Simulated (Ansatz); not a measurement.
TiSe₂, relaxed as a singlet with RKS r2SCAN-D4/def2-TZVP in Ansatz, starting from the GFN2-xTB geometry. Force threshold 0.02 eV/Å.

The restricted singlet is unstable: a solution with broken spin symmetry lies lower. The relaxation made no stability test and no search for a lower SCF solution. At r2SCAN-D4/def2-TZVP a triplet of charge 0 lies 1.05 eV below the restricted singlet, each at its own geometry. The structure comes from a short search, and lower isomers may exist.

Start:

```xyz
3

Ti    1.1517    0.4960    1.5684
Se   -1.4948    0.2301   -0.2622
Se    0.3431   -0.7261   -1.3062
```

Question: Estimate the energy that the relaxation releases and the steps that it takes.

Answer: 285.2 kJ/mol, in 7 steps; 11 s on 4 threads of INTEL XEON PLATINUM 8581C on a shared host. No frequencies were taken in this run, so the end may be a saddle point.

Question: Does the start keep its bonding and symmetry?

Answer: By distances, no bond broke or formed. The bond that changes most is Ti1–Se2, from 3.23 to 2.36 Å (atoms count from 1). Point group C2v at the start, C2v at the end, both within 0.05 Å.

Question: Predict the relaxed structure.

Answer: 
```xyz
3

Ti    0.7826    0.3376    1.0670
Se   -1.3232    0.3164   -0.0034
Se    0.5406   -0.6540   -1.0635
```
Bond lengths: 2 × Se–Ti 2.36 Å; 1 × Se–Se 2.35 Å.
